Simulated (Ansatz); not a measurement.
Total energies of the cluster Cu2S⁺ (the lowest doublet isomer of a short search) from Ansatz at r2SCAN-D4/def2-TZVP, gas phase (1 Eh = 27.2114 eV = 2625.5 kJ/mol). The reference geometry is relaxed at PBE0-D4/def2-TZVP.

```xyz
3

Cu   -0.833   -1.214   -0.802
Cu    0.038    1.094    1.270
S     0.794    0.121   -0.468
```

```json
{"state": "charge 1 doublet", "geometry": "reference", "energy (Eh)": "-3678.96409"}
{"state": "charge 0 singlet", "geometry": "reference", "energy (Eh)": "-3679.23741"}
{"state": "charge 1 quartet", "geometry": "relaxed at PBE0-D4/def2-TZVP", "energy (Eh)": "-3678.86478"}
```

(1) Work out the vertical electron affinity, to the singlet.

(2) Which of the charge 1 states is lowest, and how far above it are the others?

(1) E(charge 1 doublet) − E(charge 0 singlet) = -3678.96409 − (-3679.23741) = 0.27332 Eh = 7.44 eV.

(2) The doublet. quartet: -3678.86478 − (-3678.96409) = 0.09931 Eh = 260.7 kJ/mol.

The structure comes from a short search, and lower isomers may exist.
